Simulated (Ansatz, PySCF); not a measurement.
This Ansatz (a quantum-chemistry and plane-wave program) input computes a SVWN5/def2-TZVPD energy:

Ansatz 0.2 input:
```yaml
crystal:
  periodic: [false, false, false]
  atoms:
    - {symbol: H, position_ang: [-0.00000000, -0.00000000, -2.22228430]}
    - {symbol: C, position_ang: [-0.00000000, -0.00000000, -1.14137802]}
    - {symbol: C, position_ang: [0.00000000, 0.00000000, 0.08705893]}
    - {symbol: C, position_ang: [0.00000000, 0.00000000, 1.42469980]}
basis:
  gaussian:
    orbitals: def2-TZVPD
hamiltonian:
  xc: {name: SVWN5}
total_charge: 1
output: {forces: true}
```

**Question.** Write an input for the same energy in PySCF and say what it gives.

**Answer.** 
```python
from pyscf import gto, scf, dft

mol = gto.M(
    atom='''
    H    -0.00000000   -0.00000000   -2.22228430
    C    -0.00000000   -0.00000000   -1.14137802
    C     0.00000000    0.00000000    0.08705893
    C     0.00000000    0.00000000    1.42469980
    ''',
    basis='def2-tzvpd',
    charge=1,
    spin=0,
    verbose=4,
)

mf = dft.RKS(mol, xc='svwn').density_fit(auxbasis='def2-universal-jkfit')
mf.grids.level = 3
mf.conv_tol = 1e-9
mf.max_cycle = 100
mf.max_memory = 1500
mf.kernel()
if not mf.converged:
    mf = mf.newton()
    mf.kernel(mf.make_rdm1())
mf.analyze()
```
It gives -113.29516 Eh, and Ansatz -113.29519 Eh, a difference of 0.03 mEh, from the treatment of integrals and grids.

It need not be the lowest isomer of its formula.
